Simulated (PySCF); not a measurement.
C5H7PSi.
Atom-mapped SMILES: `[SiH3:1][c:2]1[cH:3][cH:4][cH:5][cH:6][p:7]1` (hydrogens: H8, H9, H10 on Si1; H11 on C3; H12 on C4; H13 on C5; H14 on C6)

Theory: PySCF 2.14.0, PBE/def2-SVP geometry optimisation, gas phase.

**Question.** What internal coordinates does the optimisation give?

**Answer.** 
| bond | length (Å) |
| --- | --- |
| Si1–C2 | 1.896 |
| C2–C3 | 1.409 |
| C3–C4 | 1.406 |
| C4–C5 | 1.405 |
| C5–C6 | 1.401 |
| C6–P7 | 1.751 |
| C2–P7 | 1.766 |
| Si1–H8, Si1–H9, Si1–H10 | 1.506 |
| C3–H11 | 1.105 |
| C4–H12 | 1.101 |
| C5–H13 | 1.103 |
| C6–H14 | 1.104 |

Bonds in one row agree within 0.01 Å and their mean is given. A selection of angles:
| angle | degrees |
| --- | --- |
| C2–Si1–H8 | 111.3 |
| C2–Si1–H9 | 108.6 |
| H8–Si1–H9 | 108.9 |
| H8–Si1–H10 | 107.8 |
| Si1–C2–C3 | 119.8 |
| Si1–C2–P7 | 117.0 |
| C3–C2–P7 | 123.2 |
| C2–C3–C4 | 124.4 |
| C2–C3–H11 | 118.5 |
| C4–C3–H11 | 117.1 |
| C3–C4–C5 | 122.9 |
| C3–C4–H12 | 118.4 |
| C5–C4–H12 | 118.7 |
| C4–C5–C6 | 123.0 |
| C4–C5–H13 | 118.2 |
| C6–C5–H13 | 118.8 |
| C5–C6–P7 | 125.3 |
| C5–C6–H14 | 118.3 |
| P7–C6–H14 | 116.5 |
| C2–P7–C6 | 101.3 |

The 7 heavy atoms lie in one plane (0.001 Å rms). P7 (phosphorus bonded to 2 C) is bent (angle 101.3°). The 6-membered ring C2–C3–C4–C5–C6–P7 has internal angles of 101.3° to 125.3° (sum 720°, against 720° for a flat polygon); it is planar, 0.00 Å rms from its mean plane, widest ring torsion 0°. Si1 (SiH3 silicon) is tetrahedral (angles from 107.8° to 111.3°).

Point group: Cs (every atom within 0.08 Å of its image). Not checked by PBE/def2-SVP frequencies.

The run took 41 s wall on an Arm Neoverse V1 with one thread, shared host, and the process peaked at 0.59 GiB of memory. This is the geometry optimisation.
